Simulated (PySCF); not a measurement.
Calculation: PBE-D3(BJ)/def2-TZVP // B3LYP-D3(BJ)/def2-TZVP in PySCF. Gas-phase values, no solvent. One relaxed conformer stands for a flexible species; it need not be the lowest. Excitations are Tamm–Dancoff values on a coarser integration grid. The basis has no diffuse functions, so Rydberg states are missing or too high.

Reference species (SMILES): `[SiH](/O)=C\C` (C–Si–O–H torsion 0°) (neutral, multiplicity 1).

```yaml
HOMO: -4.75 eV
brightest of the four lowest singlets (TDA): 5.32 eV
```

Changed species: `C=C(O)[SiH3]` (Si–C–O–H torsion 0°).

Q: What does the change do to the HOMO and brightest of the four lowest singlets (TDA)?

A: the HOMO drops by 0.98 eV, to -5.73 eV; the brightest of the four lowest singlets (TDA) rises by 0.97 eV, to 6.29 eV.
